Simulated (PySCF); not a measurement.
A GIAO shielding run with PySCF (density fitting, non-relativistic, gas phase) on SMILES FC(F)CS[SiH2][SiH3], C₂H₈F₂SSi₂:

```
$ OMP_NUM_THREADS=1 python probes_run.py task.json out

{"job": {"kind": "nmr", "xc": "PBE0", "basis": "pcSseg-1"}, "charge": 0, "multiplicity": 1}
F     -2.102737    -1.240548     0.782500
C     -2.507642     0.046552     0.651701
F     -3.830764    -0.011215     0.357656
C     -1.751198     0.751045    -0.456187
S     -0.095600     1.258962     0.085989
Si     1.020150    -0.606163    -0.026377
Si     3.258508    -0.039460    -0.106084
H     -2.397920     0.538950     1.629176
H     -2.286195     1.662883    -0.719318
H     -1.675236     0.102333    -1.328550
H      0.455971    -1.232041    -1.224854
H      0.573373    -1.401168     1.115610
H      3.698721     0.704551     1.074106
H      3.603630     0.754145    -1.286602
H      4.032525    -1.280837    -0.167819
```

Hardware: 1 thread of an Arm Neoverse N1, shared host. The job also computes population analyses, field gradients.

(1) How large is the calculation?

(2) How long does it take, and how much memory does it need?

Results:

(1) 82 electrons, 180 basis functions and 1007 auxiliary functions.

(2) 54 s of wall time, with 12 SCF cycles and 5 response iterations; peak memory 0.81 GiB. Times on a shared host scatter by some tens of per cent.
